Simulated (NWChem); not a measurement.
System: C3H4BFO; SMILES FB1C=COC1

```xyz
10

F     -0.0326     2.1573     0.0000
B      0.0555     0.8304     0.0000
C      1.2667    -0.0845     0.0000
C      0.7290    -1.3351     0.0000
O     -0.5945    -1.4665     0.0000
C     -1.1872    -0.1587     0.0000
H      2.3423     0.0868     0.0000
H      1.2526    -2.2975     0.0000
H     -1.8369    -0.0776    -0.8872
H     -1.8369    -0.0776     0.8872
```
Atoms are numbered in this order, from 1.

Results from NWChem. Coordinates come from a PBE0/def2-SVP optimisation. Hybrids' shares of exact exchange are those that their runs print; pure functionals count as 0. The functionals differ in more than this share.

| row | share of exact exchange | orbital gap (eV) |
|---|---|---|
| PBE/def2-SVP | 0.00 | 4.29 |
| TPSSh/def2-SVP | 0.10 | 5.28 |
| B3LYP/def2-SVP | 0.20 | 5.95 |
| PBE0/def2-SVP | 0.25 | 6.42 |
| Hartree-Fock/def2-SVP | 1.00 | withheld |

Problem. Fit a straight line of the last column on the one before it, predict the withheld value, and compare with the run.

Solution. 
1. Means of the 4 shown rows: x = 0.138, y = 5.485. Slope Σ(x − x̄)(y − ȳ)/Σ(x − x̄)² = 0.3062/0.03688 = 8.305; intercept 4.343.
2. The shown rows scatter about the line by 0.065 (root mean square); the largest residual is +0.11, at TPSSh/def2-SVP.
3. At x = 1.00 (Hartree-Fock/def2-SVP; beyond the shown range) the line gives 12.65.
4. The run gives 12.86, +0.21 from the line, 3.2 times the scatter.
